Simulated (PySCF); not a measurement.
Computed structure and properties of Pb3

System: Pb3 (triplet); start: template (D3h). Method: PySCF 2.14.0, UKS r2SCAN, Pb def2-SVP with ECP60; non-relativistic Hamiltonian with scalar-relativistic core potentials where named; density fitting; no spin-orbit coupling.

Input of the relaxation:

```python
mol = gto.M(atom='''
Pb     1.75984    -0.00003    -0.00000
Pb    -0.87989     1.52408     0.00000
Pb    -0.87995    -1.52405     0.00000''',
    basis={'Pb': 'def2-SVP'},
    ecp={'Pb': 'def2-SVP'},
    charge=0, spin=2)
mf = dft.UKS(mol, xc='R2SCAN')
mf.grids.atom_grid = (50, 194)
mf = mf.density_fit()  # fitting sets: Pb def2-universal-JKFIT
mf.conv_tol = 1e-08; mf.max_cycle = 55
mf.kernel(dm0)  # dm0: converged density of the start geometry
# quasi-Newton relaxation in Cartesian coordinates to a largest gradient under 0.00045 Eh/bohr, steps kept in the point group
```

Run from Python with OMP_NUM_THREADS=2; the lines above give its settings. Where DIIS fails, smearing, a level shift and second-order steps follow.
It took 46 s on 2 threads of Intel(R) Xeon(R) Processor @ 2.50GHz (Skylake/Cascade Lake), with other jobs on the host, from the converged density of the start.

Course of the relaxation:

| step | energy above end (eV) | largest force component within the symmetry (eV/Å) |
| --- | --- | --- |
| 0 | 0.0137 | 0.339 |
| 1 | 0.0043 | 0.196 |
| 2 | 0.0000 | 0.018 |
| 3 | 0.0000 | 0.001 |

Relaxed geometry (D3h):

```xyz
3

Pb    1.7337    0.0000    0.0000
Pb   -0.8668    1.5015    0.0000
Pb   -0.8669   -1.5014    0.0000
```

```json
{"contact": "Pb2–Pb1", "Å": "3.003"}
{"contact": "Pb3–Pb2", "Å": "3.003"}
{"contact": "Pb3–Pb1", "Å": "3.003"}
```

On the finer grid (75, 302):

| Property | Result |
| --- | --- |
| HOMO | -4.67 eV |
| LUMO | -3.69 eV |
| Dipole about the centre of mass | 0.00 D |
| Spin squared | 2.005 |
| Set of Mulliken populations of Pb1 outside the core potential | s 3.94, p 8.01, d 10.05 |
| D3(BJ) dispersion energy (not in the energies) | -0.028 eV |

| atom | Mulliken (e) | Löwdin (e) | spin (e) |
| --- | --- | --- | --- |
| Pb1 | 0.00 | 0.00 | 0.67 |
| Pb2 | 0.00 | 0.00 | 0.67 |
| Pb3 | 0.00 | 0.00 | 0.67 |

No frequency check is given for this geometry.

One start shape was tried, so this needn't be the lowest isomer.

Open shells may have lower solutions than the one found.
